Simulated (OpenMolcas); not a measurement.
**Multiconfigurational calculation on Rh4+**

Rh4+ with 6 ligands (fluoride) in octahedral coordination (Oh) at 1.91 Å. A charge of +0.333 e stands 3.2 Å behind each ligand. Ligand basis ANO-RCC-VDZP. With inversion symmetry the input lists one of each pair of outer charges.

Input:

```
&GATEWAY
Coord
7

Rh 0.0 0.0 0.0
F 1.910000 0.000000 0.000000
F 0.000000 1.910000 0.000000
F -1.910000 0.000000 0.000000
F 0.000000 -1.910000 0.000000
F 0.000000 0.000000 1.910000
F 0.000000 0.000000 -1.910000
Basis=Rh.ANO-RCC-VDZP,F.ANO-RCC-VDZP
Group=XYZ
NoMove
AngMom=0.0 0.0 0.0
AMFI
RICD
XField
3 Angstrom 0
5.110000 0.000000 0.000000 0.333333
0.000000 5.110000 0.000000 0.333333
0.000000 0.000000 5.110000 0.333333
&SEWARD
* reference wave functions (RASSCF and RASSI steps not shown): 5 electrons in 5 orbitals (4d)
>>> COPY JOB001 $Project.JobIph
&CASPT2
Multistate=1 1
Frozen=11 9
IPEA=0.25
Imaginary=0.1
MaxIter=60
WThr=0.0 0.3 0.05
PrWF=0.5
NoMix
>>> COPY JOB002 $Project.JobIph
&CASPT2
Multistate=24 1 2 3 4 5 6 7 8 9 10 11 12 13 14 15 16 17 18 19 20 21 22
23 24
NoMult
Frozen=11 9
IPEA=0.25
Imaginary=0.1
MaxIter=60
WThr=0.0 0.3 0.05
PrWF=0.5
NoMix
>>> COPY JOB003 $Project.JobIph
&CASPT2
Multistate=75 1 2 3 4 5 6 7 8 9 10 11 12 13 14 15 16 17 18 19 20 21 22
23 24 25 26 27 28 29 30 31 32 33 34 35 36 37 38 39 40 41 42 43 44 45 46
47 48 49 50 51 52 53 54 55 56 57 58 59 60 61 62 63 64 65 66 67 68 69 70
71 72 73 74 75
NoMult
Frozen=11 9
IPEA=0.25
Imaginary=0.1
MaxIter=60
WThr=0.0 0.3 0.05
PrWF=0.5
NoMix
```

Launched by
```bash
OMP_NUM_THREADS=1 MOLCAS_MEM=2457 MOLCAS_PROJECT=a pymolcas a.inp > a.log  # once for each step of the input, in one work folder
```

Output, cut to the results:

```
--- CASPT2 ---
Orbital specifications:
      -----------------------

      Symmetry species                           1   2
                                                ag  au
      Frozen orbitals                           11   9
      Inactive orbitals                         13  15
      Active orbitals                            5   0
      Secondary orbitals                        34  40
      Deleted orbitals                           0   0
      Number of basis functions                 63  64
Type of calculation                        SS-CASPT2
      Fock operator                              state-specific
      IPEA shift                                 0.25
      Real shift                                 0.00
      Imaginary shift                            0.10
      The input orbitals will be transformed to quasi-canonical
Reference energy:       -5378.1752846495
      E2 (Non-variational):      -1.6988600091
      Shift correction:          -0.0015610668
      E2 (Variational):          -1.7004210759
      Total energy:           -5379.8757057254
      Residual norm:              0.0000006415
      Reference weight:           0.69114
      Contributions to the CASPT2 correlation energy
      Active & Virtual Only:         -0.0443885621
      One Inactive Excited:          -0.2568185787
      Two Inactive Excited:          -1.3976528683
::    CASPT2 Root  1     Total energy:  -5379.87570573
--- CASPT2 ---
Orbital specifications:
      -----------------------

      Symmetry species                           1   2
                                                ag  au
      Frozen orbitals                           11   9
      Inactive orbitals                         13  15
      Active orbitals                            5   0
      Secondary orbitals                        34  40
      Deleted orbitals                           0   0
      Number of basis functions                 63  64
Type of calculation                        SS-CASPT2
      Fock operator                              state-specific
      IPEA shift                                 0.25
      Real shift                                 0.00
      Imaginary shift                            0.10
      The input orbitals will be transformed to quasi-canonical
Reference energy:       -5378.1879349857
      E2 (Non-variational):      -1.7435484919
      Shift correction:          -0.0016706000
      E2 (Variational):          -1.7452190919
      Total energy:           -5379.9331540776
      Residual norm:              0.0000002537
      Reference weight:           0.68302
      Contributions to the CASPT2 correlation energy
      Active & Virtual Only:         -0.0496876412
      One Inactive Excited:          -0.2622330829
      Two Inactive Excited:          -1.4316277678
Reference energy:       -5378.1879349856
      E2 (Non-variational):      -1.7435458989
      Shift correction:          -0.0016705224
      E2 (Variational):          -1.7452164213
      Total energy:           -5379.9331514069
      Residual norm:              0.0000002535
      Reference weight:           0.68302
      Contributions to the CASPT2 correlation energy
      Active & Virtual Only:         -0.0496965849
      One Inactive Excited:          -0.2622199918
      Two Inactive Excited:          -1.4316293222
::    CASPT2 Root  1     Total energy:  -5379.93315408
::    CASPT2 Root  2     Total energy:  -5379.93315141
::    CASPT2 Root  3     Total energy:  -5379.93314870
::    CASPT2 Root  4     Total energy:  -5379.91251089
::    CASPT2 Root  5     Total energy:  -5379.91258772
::    CASPT2 Root  6     Total energy:  -5379.91250415
::    CASPT2 Root  7     Total energy:  -5379.81339823
::    CASPT2 Root  8     Total energy:  -5379.81227109
::    CASPT2 Root  9     Total energy:  -5379.81214059
::    CASPT2 Root 10     Total energy:  -5379.80140400
::    CASPT2 Root 11     Total energy:  -5379.80130775
::    CASPT2 Root 12     Total energy:  -5379.80134218
::    CASPT2 Root 13     Total energy:  -5379.79735026
::    CASPT2 Root 14     Total energy:  -5379.79728667
::    CASPT2 Root 15     Total energy:  -5379.76155973
::    CASPT2 Root 16     Total energy:  -5379.76155100
::    CASPT2 Root 17     Total energy:  -5379.76153554
::    CASPT2 Root 18     Total energy:  -5379.77272325
::    CASPT2 Root 19     Total energy:  -5379.64096702
::    CASPT2 Root 20     Total energy:  -5379.64096780
::    CASPT2 Root 21     Total energy:  -5379.64096863
::    CASPT2 Root 22     Total energy:  -5379.61836074
::    CASPT2 Root 23     Total energy:  -5379.61835986
::    CASPT2 Root 24     Total energy:  -5379.61834449
--- CASPT2 ---
Orbital specifications:
      -----------------------

      Symmetry species                           1   2
                                                ag  au
      Frozen orbitals                           11   9
      Inactive orbitals                         13  15
      Active orbitals                            5   0
      Secondary orbitals                        34  40
      Deleted orbitals                           0   0
      Number of basis functions                 63  64
Type of calculation                        SS-CASPT2
      Fock operator                              state-specific
      IPEA shift                                 0.25
      Real shift                                 0.00
      Imaginary shift                            0.10
      The input orbitals will be transformed to quasi-canonical
Reference energy:       -5378.2489014028
      E2 (Non-variational):      -1.7677485864
      Shift correction:          -0.0016612532
      E2 (Variational):          -1.7694098396
      Total energy:           -5380.0183112424
      Residual norm:              0.0000001509
      Reference weight:           0.68082
      Contributions to the CASPT2 correlation energy
      Active & Virtual Only:         -0.0520766901
      One Inactive Excited:          -0.2608783634
...
```

Spin-orbit levels above the lowest (labels of O, the rotations of Oh), with the averaged single-state CASPT2 energies on the diagonal:

| E (cm-1) | Degeneracy | Label | 2S+1 | g |
| --- | --- | --- | --- | --- |
| 0 | 2 |  | 2 | 2.04 2.04 2.04 |
| 2360 | 4 | Γ8 | 2 |  |
| 19710 | 4 | Γ8 | 4 |  |
| 20070 | 2 |  | 4 | 2.20 2.20 2.20 |
| 20510 | 4 | Γ8 | 4 |  |
| 20840 | 2 |  | 4 | 3.05 3.05 3.05 |
| 24630 | 2 |  | 4 (60 %) | 2.28 2.28 2.28 |
| 24700 | 2 |  | 4 | 2.53 2.53 2.53 |
| 24780 | 4 | Γ8 | 4 |  |
| 24980 | 4 | Γ8 | 4 |  |
| 26160 | 4 | Γ8 | 2 |  |
| 26240 | 2 |  | 2 (64 %) | 2.68 2.68 2.68 |
| 27300 | 2 |  | 2 | 0.03 0.03 0.03 |
| 28930 | 2 |  | 2 | 1.63 1.63 1.63 |
| 29380 | 4 | Γ8 | 2 |  |
| 29650 | 4 | Γ8 | 2 |  |
| 33300 | 2 |  | 6 | 3.31 3.31 3.31 |
| 33310 | 4 | Γ8 | 6 |  |
| 33780 | 4 | Γ8 | 2 |  |
| 34270 | 2 |  | 2 | 0.74 0.74 0.74 |

Roots that are degenerate in the reference are averaged as groups; the widest CASPT2 spread within a group is 440 cm-1 (the 3-fold group of multiplicity 2 near 55800 cm-1 above the lowest state of its run). Shifts and gaps below about the spread of the groups concerned are not significant. Over all roots computed the reference weight is 0.66 to 0.69; a low but even weight reflects the number of correlated electrons. An orbital triplet at a regular site is open to Jahn-Teller coupling, which can distort the site and quench the lowest spin-orbit gaps and is left out. The least metal-like active orbital is 71 % on the metal (Löwdin) and no ligand orbital is active, so the numbers are rough. Ligand-to-metal charge-transfer states are missing. With no ligand orbital active B as a rule stays too high, so bands that hang on it stand too high and its fall with covalency is understated. With one d shell and no ligand orbital active, 10Dq can be off by a tenth or more. No measured value stands beside these numbers; the geometry is a model, was not optimised and need not be the one that this ion takes.

The CASPT2 steps took 5.5 min on 1 thread of Intel(R) Xeon(R) Platinum 8488C (Sapphire Rapids), with other jobs on the host; the integral step is not counted.
